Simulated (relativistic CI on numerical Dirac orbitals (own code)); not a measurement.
## Crystal-field levels of Zr²⁺, 4d2

Calculated by Dirac-Coulomb-Breit CI, separate exchange-only KLI orbitals for each configuration, QED by a radiative potential, one configuration in a parametric crystal field, unscaled Slater integrals (own radial code). With so little scaling, terms lie 10 to 35 % too far apart, which can change the order of excited levels.

Field parameters in Wybourne normalisation: Td as Oh with Dq negative (B⁴₀ = 21Dq, B⁴₄ = √(5/14) B⁴₀). The field is a parameter set, without covalency.

S and J are read from ⟨S²⟩ = S(S + 1) and ⟨J²⟩ = J(J + 1) of each level; they are not fictitious spins.

Td, 10Dq = -2100 cm⁻¹, the lowest 16 levels:

```csv
E (cm⁻¹),Degeneracy,Irrep,S,J
0.0,3,T2,1.00,2.90
2050,2,E,1.00,2.66
2055,1,A2,1.00,3.00
2167,3,T2,1.00,3.24
2256,3,T1,1.00,3.23
3644,3,T2,1.00,3.13
3787,2,E,1.00,3.56
4149,3,T1,1.00,3.79
4343,1,A1,1.00,3.97
9548,2,E,0.05,2.29
11139,3,T2,0.18,2.10
12114,1,A1,1.00,0.20
12307,3,T1,1.00,1.05
12694,2,E,0.99,2.03
12812,3,T2,0.93,2.03
14523,1,A1,0.00,3.98
```

Td, 10Dq = -3800 cm⁻¹, the lowest 16 levels:

```tsv
E (cm⁻¹)	Degeneracy	Irrep	S	J
0.0	3	T2	1.00	3.07
3699	1	A2	1.00	3.00
3791	2	E	1.00	2.96
3796	3	T2	1.00	3.20
3924	3	T1	1.00	3.30
6407	3	T2	1.00	2.98
6468	2	E	1.00	3.28
6899	3	T1	1.00	3.68
7100	1	A1	1.00	3.90
9850	2	E	0.04	2.51
13118	3	T2	0.15	2.23
14339	1	A1	1.00	0.62
14518	3	T1	1.00	1.20
14851	2	E	1.00	2.05
14980	3	T2	0.94	2.07
15396	1	A1	0.01	3.93
```

Td, 10Dq = -5450 cm⁻¹, the lowest 10 levels:

| E (cm⁻¹) | Degeneracy | Irrep | S | J |
| --- | --- | --- | --- | --- |
| 0.0 | 3 | T2 | 1.00 | 3.13 |
| 5327 | 1 | A2 | 1.00 | 3.00 |
| 5418 | 3 | T2 | 1.00 | 3.19 |
| 5448 | 2 | E | 0.99 | 3.09 |
| 5563 | 3 | T1 | 1.00 | 3.32 |
| 8956 | 2 | E | 0.94 | 3.12 |
| 8994 | 3 | T2 | 1.00 | 2.90 |
| 9446 | 3 | T1 | 1.00 | 3.55 |
| 9626 | 1 | A1 | 1.00 | 3.76 |
| 10073 | 2 | E | 0.16 | 2.64 |

The free-ion ground term has S = 1. Every field shown keeps that spin.

Levels of this model without a field, named by their leading LS term: ³F2 0, ³F3 565, ³F4 1267, ¹D2 8995, ³P0 10112, ³P1 10310, ³P2 10799, ¹G4 13658 cm⁻¹.
